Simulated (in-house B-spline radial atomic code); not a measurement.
Si⁷⁺. Computed with a B-spline radial atomic code. Model: all-electron spherical atom, spin shells full or empty, radial basis limit, no spin-orbit coupling: exact exchange with a local potential (Slater, KLI or optimised effective potential, whose far tail is KLI's), no correlation.

Exchange potential has not reached -1/r at the last radius.

The run also made RPA and GW results, which its time includes.

The Slater potential averages the orbital exchange potentials with the orbital densities as weights, KLI adds orbital constants, and the optimised effective potential minimises the exact-exchange energy among local potentials. So their energies lie above Hartree-Fock in the order OEP, KLI, Slater. All fall off as −1/r, unlike LDA and GGA exchange.

Command:
```bash
python run_gw.py task.json out
```
Settings (nuclear radius in fm, other lengths in bohr, energies in hartree):
```
Z                      14
electrons              7
configuration          [He] 2s2 2p3
hamiltonian            x2c
method                 kli
lmax                   9
rms_radius             3.1224
spin_polarised         True
box_radius             8.41
intervals              100
```

Cost of the run: 4.6 s on 1 thread of Arm Neoverse N1 (shared host).

Given: hamiltonian one-electron scalar X2C; mean-field start exchange-only KLI.

Computed: energy above Hartree-Fock 1.9575 millihartree.

```json
{"radius (bohr)": "0.00357", "r times exchange potential up (hartree bohr)": "-0.041775", "r times exchange potential down (hartree bohr)": "-0.044154"}
{"radius (bohr)": "0.00422", "r times exchange potential up (hartree bohr)": "-0.049342", "r times exchange potential down (hartree bohr)": "-0.052153"}
{"radius (bohr)": "0.005", "r times exchange potential up (hartree bohr)": "-0.058396", "r times exchange potential down (hartree bohr)": "-0.061726"}
{"radius (bohr)": "0.00591", "r times exchange potential up (hartree bohr)": "-0.068916", "r times exchange potential down (hartree bohr)": "-0.07285"}
{"radius (bohr)": "0.00699", "r times exchange potential up (hartree bohr)": "-0.081341", "r times exchange potential down (hartree bohr)": "-0.085993"}
{"radius (bohr)": "0.00826", "r times exchange potential up (hartree bohr)": "-0.09585", "r times exchange potential down (hartree bohr)": "-0.10134"}
{"radius (bohr)": "0.00977", "r times exchange potential up (hartree bohr)": "?", "r times exchange potential down (hartree bohr)": "?"}
{"radius (bohr)": "0.0116", "r times exchange potential up (hartree bohr)": "-0.13337", "r times exchange potential down (hartree bohr)": "-0.14107"}
{"radius (bohr)": "0.0137", "r times exchange potential up (hartree bohr)": "?", "r times exchange potential down (hartree bohr)": "?"}
{"radius (bohr)": "0.0162", "r times exchange potential up (hartree bohr)": "-0.18326", "r times exchange potential down (hartree bohr)": "-0.19396"}
{"radius (bohr)": "0.0191", "r times exchange potential up (hartree bohr)": "-0.21347", "r times exchange potential down (hartree bohr)": "-0.22604"}
{"radius (bohr)": "0.0226", "r times exchange potential up (hartree bohr)": "-0.2485", "r times exchange potential down (hartree bohr)": "-0.26331"}
{"radius (bohr)": "0.0268", "r times exchange potential up (hartree bohr)": "-0.28835", "r times exchange potential down (hartree bohr)": "-0.30579"}
{"radius (bohr)": "0.0316", "r times exchange potential up (hartree bohr)": "-0.33083", "r times exchange potential down (hartree bohr)": "-0.35122"}
{"radius (bohr)": "0.0374", "r times exchange potential up (hartree bohr)": "-0.37769", "r times exchange potential down (hartree bohr)": "-0.40156"}
{"radius (bohr)": "0.0443", "r times exchange potential up (hartree bohr)": "-0.42707", "r times exchange potential down (hartree bohr)": "-0.45495"}
{"radius (bohr)": "0.0523", "r times exchange potential up (hartree bohr)": "-0.47593", "r times exchange potential down (hartree bohr)": "-0.50826"}
{"radius (bohr)": "0.0619", "r times exchange potential up (hartree bohr)": "-0.52338", "r times exchange potential down (hartree bohr)": "-0.5608"}
{"radius (bohr)": "0.0732", "r times exchange potential up (hartree bohr)": "-0.56517", "r times exchange potential down (hartree bohr)": "-0.60818"}
{"radius (bohr)": "0.0866", "r times exchange potential up (hartree bohr)": "-0.59799", "r times exchange potential down (hartree bohr)": "-0.64688"}
{"radius (bohr)": "0.102", "r times exchange potential up (hartree bohr)": "-0.61815", "r times exchange potential down (hartree bohr)": "-0.67193"}
{"radius (bohr)": "0.121", "r times exchange potential up (hartree bohr)": "-0.62617", "r times exchange potential down (hartree bohr)": "-0.67995"}
{"radius (bohr)": "0.143", "r times exchange potential up (hartree bohr)": "-0.62809", "r times exchange potential down (hartree bohr)": "-0.66424"}
{"radius (bohr)": "0.169", "r times exchange potential up (hartree bohr)": "-0.64464", "r times exchange potential down (hartree bohr)": "-0.61876"}
{"radius (bohr)": "0.2", "r times exchange potential up (hartree bohr)": "-0.70411", "r times exchange potential down (hartree bohr)": "-0.54527"}
{"radius (bohr)": "0.237", "r times exchange potential up (hartree bohr)": "-0.81505", "r times exchange potential down (hartree bohr)": "-0.49557"}
{"radius (bohr)": "0.28", "r times exchange potential up (hartree bohr)": "-0.95227", "r times exchange potential down (hartree bohr)": "-0.54504"}
{"radius (bohr)": "0.331", "r times exchange potential up (hartree bohr)": "-1.0922", "r times exchange potential down (hartree bohr)": "-0.65371"}
{"radius (bohr)": "0.392", "r times exchange potential up (hartree bohr)": "-1.2165", "r times exchange potential down (hartree bohr)": "-0.75959"}
{"radius (bohr)": "0.464", "r times exchange potential up (hartree bohr)": "-1.3081", "r times exchange potential down (hartree bohr)": "-0.84519"}
{"radius (bohr)": "0.548", "r times exchange potential up (hartree bohr)": "-1.3564", "r times exchange potential down (hartree bohr)": "-0.9091"}
{"radius (bohr)": "0.649", "r times exchange potential up (hartree bohr)": "-1.3604", "r times exchange potential down (hartree bohr)": "-0.95362"}
{"radius (bohr)": "0.767", "r times exchange potential up (hartree bohr)": "-1.3271", "r times exchange potential down (hartree bohr)": "-0.97972"}
{"radius (bohr)": "0.907", "r times exchange potential up (hartree bohr)": "-1.2711", "r times exchange potential down (hartree bohr)": "-0.99276"}
{"radius (bohr)": "1.07", "r times exchange potential up (hartree bohr)": "-1.2082", "r times exchange potential down (hartree bohr)": "-0.99792"}
{"radius (bohr)": "1.27", "r times exchange potential up (hartree bohr)": "-1.1457", "r times exchange potential down (hartree bohr)": "-0.99957"}
{"radius (bohr)": "1.5", "r times exchange potential up (hartree bohr)": "-1.0929", "r times exchange potential down (hartree bohr)": "-0.99993"}
```

Q: What belongs in the row 0.00977?

A: r times exchange potential up (hartree bohr): -0.11294; r times exchange potential down (hartree bohr): -0.11943.

Q: What belongs in the row 0.0137?

A: r times exchange potential up (hartree bohr): -0.15643; r times exchange potential down (hartree bohr): -0.1655.

```
occupied  level (hartree)  Hartree-Fock level (hartree)
   1s up          -74.597                       -77.242
 1s down                ?                             ?
   2s up          -12.617                        -12.89
 2s down          -11.785                       -11.787
   2p up           -11.23                       -11.231
```

Q: What belongs in the row 1s down?

A: level (hartree): -74.863; Hartree-Fock level (hartree): -76.823.

```json
{"empty": "2p down", "level (hartree)": "-10.341"}
{"empty": "3s up", "level (hartree)": "?"}
{"empty": "3s down", "level (hartree)": "?"}
{"empty": "3p up", "level (hartree)": "-4.2944"}
{"empty": "3p down", "level (hartree)": "-4.094"}
{"empty": "3d up", "level (hartree)": "-3.8768"}
{"empty": "3d down", "level (hartree)": "-3.633"}
{"empty": "4s up", "level (hartree)": "-2.4233"}
{"empty": "4s down", "level (hartree)": "-2.3674"}
{"empty": "4p up", "level (hartree)": "-2.2713"}
{"empty": "4p down", "level (hartree)": "-2.2142"}
{"empty": "4d up", "level (hartree)": "-2.1122"}
```

Q: What belongs in the row 3s up?

A: level (hartree): -4.6817.

Q: What belongs in the row 3s down?

A: level (hartree): -4.4824.

The highest level, 2p up, differs from Hartree-Fock by +0.028 eV and the deepest, 1s down, by +53.3 eV: a local potential can match the highest level but can't give each shell its own exchange.
